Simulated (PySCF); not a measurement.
How the method moves the HOMO and LUMO of `C1[SiH2]C[SiH2]1`

Species: C2H8Si2.
Z-matrix (Å and degrees, PBE0-D3(BJ)/def2-SVP geometry), rows numbered from 1:
```
C 
Si  1  1.9063
C   2  1.9062  1   92.10
Si  1  1.9062  2   87.90  3     0.28
H   1  1.1005  2  115.02  3  -116.39
H   1  1.1005  2  114.97  3   117.04
H   2  1.4962  1  113.95  3   117.43
H   2  1.4963  1  113.75  3  -117.15
H   3  1.1006  2  114.95  1   116.28
H   3  1.1005  2  115.06  1  -117.13
H   4  1.4963  1  113.84  2  -117.57
H   4  1.4962  1  113.85  2   117.02
```

Basis pcSseg-2 throughout (PySCF), one geometry. Geometry: PBE0-D3(BJ)/def2-SVP; no solvent, vibrations or thermal averaging.

Task: How do the orbital energies and the gap change with the method?

Result: 
```
   method                    kind  HOMO (eV)  LUMO (eV)  gap (eV)  SCF cycles
     BLYP                     GGA      -6.38      -0.79      5.59          14
    B97-D                     GGA      -6.49      -0.78      5.71          12
     OPBE                     GGA      -6.50      -0.78      5.72          14
      PBE                     GGA      -6.51      -0.93      5.58          14
      KT2                     GGA      -6.56      -1.02      5.54          14
      KT3                     GGA      -6.59      -0.97      5.62          14
      LDA                     LDA      -6.60      -1.11      5.48          12
     BP86                     GGA      -6.60      -0.91      5.69          13
    B97-2           global hybrid      -7.44      -0.12      7.31          12
    B3LYP           global hybrid      -7.47      -0.35      7.12          11
     PBE0           global hybrid      -7.67      -0.15      7.52          12
 mPW1PW91           global hybrid      -7.70      -0.15      7.55          12
BHandHLYP           global hybrid      -8.75       0.59      9.35          11
CAM-B3LYP  range-separated hybrid      -8.98       0.73      9.71          11
  wB97X-D  range-separated hybrid      -9.49       1.53     11.02          12
  LC-wPBE  range-separated hybrid     -10.31       1.82     12.13          12
       HF            Hartree–Fock     -10.46       2.44     12.90           9
```

The HOMO spans 4.08 eV, from BLYP down to HF, and the gap runs from 5.48 eV (LDA) to 12.90 eV (HF). Over the methods BLYP (0 %), B97-D (0 %), OPBE (0 %), PBE (0 %), KT2 (0 %), KT3 (0 %), LDA (0 %), BP86 (0 %), B97-2 (21 %), B3LYP (20 %), PBE0 (25 %), mPW1PW91 (25 %), BHandHLYP (50 %), HF (100 %), a straight line through the gap against the share of exact exchange rises by 0.73 eV for each 10 % (correlation coefficient 0.999). The dipole is below 0.03 D at every level.

The vertical ΔSCF ionisation energy at CAM-B3LYP/def2-SVPD is 9.74 eV; −ε(HOMO) comes closest to it with wB97X-D (9.49 eV).
